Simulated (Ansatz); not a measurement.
Cost and result for the atomization energy of C2H5BrOSi (`O=C([SiH3])CBr`) (10 atoms, 9 bonds).

```xyz
10

O     0.6297    1.0258   -1.5498
C     0.2698    0.2943   -0.6614
Si   -0.9745    0.9473    0.6737
C     0.8006   -1.1205   -0.5856
Br    1.5296   -1.4000    1.1900
H    -0.2242    1.7495    1.6692
H    -1.9371    1.8066   -0.0564
H    -1.6829   -0.1738    1.3416
H    -0.0026   -1.8483   -0.7064
H     1.5918   -1.2810   -1.3149
```

Charge 0, multiplicity 1. Correlated methods include outer-core shells of Br, which these sets cover unevenly. Scalar relativity is left out up to krypton. The structure was optimised at the PBE0-D4/def2-TZVP level. It is one conformer, not always the lowest. Program: Ansatz. All runs use 4 threads of an Arm Neoverse V1 on a shared host. Times are those of one run each, without the atoms' runs, and a repeat can differ threefold. Electronic energies, without spin–orbit coupling; frozen cores. CCSD(T)/CBS adds CCSD(T) − MP2 in def2-TZVPP to the MP2 limit, and its time is that of the two runs behind it. T1 = 0.012. With those shells the extrapolation isn't a true limit. HSE06 is the plane-wave form, built on full-range PBE exchange.

CCSD(T)/CBS is a level of theory with its own doubt, some kJ/mol a heavy atom from the limit and from the frozen cores, so smaller differences don't rank the functionals.

| level | functions | wall time |
| --- | --- | --- |
| revPBE-D4/def2-TZVPP | 253 | 2.5 s |
| BLYP-D4/def2-TZVPP | 253 | 2.6 s |
| PBE-D4/def2-TZVPP (with forces) | 253 | 3.1 s |
| HSE06-D4/def2-TZVPP | 253 | 4.5 s |
| BHLYP-D4/def2-TZVPP | 253 | 4.5 s |
| CAM-B3LYP-D4/def2-TZVPP | 253 | 4.9 s |
| r2SCANh-D4/def2-TZVPP | 253 | 7 s |
| ωB97X-V/def2-TZVPP | 253 | 11 s |
| CCSD(T)/def2-SVP | 117 | 11 s |
| B97M-V/def2-TZVPP | 253 | 12 s |
| MP2/def2-QZVPP | 480 | 32 s |
| CCSD(T)/def2-TZVPP | 253 | 4.5 min |
| CCSD(T)/CBS(def2) | – | 5.1 min |

Question: What atomization energy does each give, and how far from CCSD(T)/CBS? (Estimate.)

Answer: The calculation gave: 
```tsv
level	atomization (kJ/mol)	difference from CCSD(T)/CBS	per bond
revPBE-D4/def2-TZVPP	3546.5	-8.0	-0.9
BLYP-D4/def2-TZVPP	3550.3	-4.2	-0.5
PBE-D4/def2-TZVPP (with forces)	3635.1	80.6	9.0
HSE06-D4/def2-TZVPP	3556.3	1.8	0.2
BHLYP-D4/def2-TZVPP	3421.6	-132.9	-14.8
CAM-B3LYP-D4/def2-TZVPP	3549.8	-4.7	-0.5
r2SCANh-D4/def2-TZVPP	3533.3	-21.2	-2.4
ωB97X-V/def2-TZVPP	3560.6	6.1	0.7
CCSD(T)/def2-SVP	3349.6	-204.9	-22.8
B97M-V/def2-TZVPP	3549.1	-5.4	-0.6
MP2/def2-QZVPP	3580.8	26.3	2.9
CCSD(T)/def2-TZVPP	3453.8	-100.7	-11.2
CCSD(T)/CBS(def2)	3554.5	0.0	0.0
```

Leaving LDA and LC-ωPBE aside and taking each functional with its dispersion term where it has one, the values spread over 213.5 kJ/mol, from BHLYP-D4 to PBE-D4. LDA lies +484.8 kJ/mol from PBE without D4, its usual overbinding. From PBE to PBE0 (25 % exact exchange), in def2-TZVPP and without D4, the atomization energy moves by −78.0 kJ/mol: exact exchange takes away binding that semilocal exchange gives to molecules. At CCSD(T), def2-SVP lies −204.9 kJ/mol from the extrapolated value and def2-TZVPP −100.7 kJ/mol: correlation converges slowly with the basis, and small sets miss more of it in the bonded molecule than in its fragments.
